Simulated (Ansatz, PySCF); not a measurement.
Species: sum formula BPH3, charge 0, multiplicity 2. It need not be the lowest isomer of its formula. 
Coordinates optimised at B3LYP-D3(BJ)/def2-TZVP (Ansatz, a program for electronic structure):
```
B
H 1 1.1911
H 1 1.1923 2 119.35
P 1 1.8822 2 120.50 3 -174.07
H 4 1.4238 1 96.61 2 -142.94
```
Charge 0, spin multiplicity 2.

Quantity: atomisation energy (electronic, to ground-state atoms), in kJ/mol. Cores are frozen in the correlated levels unless marked. UHF or UKS for open shells. No spin-orbit coupling. No relativistic terms. The coupled-cluster limit lacks core correlation, which all-electron functionals hold. CBS(X,Y): correlation extrapolated as X^-3; Hartree-Fock from the larger set. [CCSD(T)-MP2]/basis is that difference in the basis named.

| level | program | atomisation energy (kJ/mol) |
|---|---|---|
| HF/def2-SVP | Ansatz | 1042.6 |
| HF/aug-cc-pV(T+d)Z | Ansatz | 1044.0 |
| HF/def2-TZVPD | PySCF | 1043.1 |
| revPBE/def2-TZVPD | Ansatz | 1358.8 |
| B3LYP-D4/def2-TZVPD | Ansatz + dftd4 | 1406.5 |
| PBE0-D3(BJ)/def2-TZVPD | Ansatz + dftd3 | 1388.7 |
| PBE0/def2-TZVP | Ansatz | 1382.2 |
| TPSSh/def2-TZVPD | PySCF | 1411.4 |
| M06-2X/def2-TZVPD | PySCF | 1393.2 |
| CAM-B3LYP-D4/def2-TZVPD | Ansatz + dftd4 | 1403.5 |
| LC-wPBE-D4/def2-TZVPD | Ansatz + dftd4 | 1377.9 |
| B2PLYP/def2-TZVPD | Ansatz | 1368.5 |
| MP2/def2-SVP | Ansatz | 1268.1 |
| MP2/CBS(cc-pV(T+d)Z,cc-pV(Q+d)Z) | Ansatz | 1353.7 |
| RI-MP2/CBS(def2-TZVPP,def2-QZVPP) | Ansatz | 1352.3 |
| SCS-MP2/STO-3G | Ansatz | 1586.4 |
| SCS-MP2/cc-pV(D+d)Z | Ansatz | 1252.4 |
| CCSD(T)/cc-pV(T+d)Z | Ansatz | 1328.5 |
| RI-MP2/CBS(aug-cc-pV(T+d)Z,aug-cc-pV(Q+d)Z)+[CCSD(T)-MP2]/aug-cc-pV(D+d)Z | Ansatz | 1364.2 |
| CCSD(T)/CBS(def2-TZVPP,def2-QZVPP) | Ansatz | 1366.4 |
| CCSD(T)/CBS(cc-pV(T+d)Z,cc-pV(Q+d)Z) | Ansatz | 1367.7 |
